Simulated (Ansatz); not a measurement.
Reaction (atomization): `CCO[Si](F)(OCC)OCC` → 6 C• + F• + 15 H• + 3 O• + Si•

Computed with Ansatz on PBE0-D4/def2-TZVP structures; ΔE is electronic, products minus reactants. CCSD(T)/CBS is the MP2 limit (def2-TZVPP, def2-QZVPP) plus CCSD(T) − MP2 in def2-TZVPP, frozen cores. This one scheme is used for every species, atoms too. DFT in def2-TZVPP. No spin–orbit coupling; open shells (•) take unrestricted orbitals. Spin–orbit coupling would lower the free atoms: a little for C, F, O, Si. Each species was taken in one conformer, which may not be the lowest.

| level | ΔE (eV) |
| --- | --- |
| CAM-B3LYP-D4 | 111.45 |
| LC-ωPBE | 110.58 |

Q: What does CCSD(T)/CBS give? (An estimate is asked.)

A: Computed: +110.95 eV. The listed levels differ from it by 0.50, -0.37 eV.

Largest T1 diagnostic among the species: 0.012.

At CCSD(T), def2-SVP lies −5.78 eV from the extrapolated value and def2-TZVPP −2.69 eV: correlation converges slowly with the basis, and small sets miss more of it in the bonded molecule than in its fragments. In def2-TZVPP, CCSD(T) changes the Hartree–Fock value by +26.00 eV (the triples alone add +1.44 eV) and MP2 by +27.96 eV; breaking electron pairs costs correlation energy, which Hartree–Fock lacks. Leaving LDA and LC-ωPBE aside and taking each functional with its dispersion term where it has one, the values, not all of them listed here, spread over 4.94 eV, from BHLYP-D4 to PBE-D4. LDA lies +14.49 eV from PBE without D4, its usual overbinding.

For atomizations the MP2-based limit and the directly extrapolated one differ by several kJ/mol either way, and by 10 to 25 for some Ge, Se and Sn compounds, so smaller differences from it don't rank the levels.
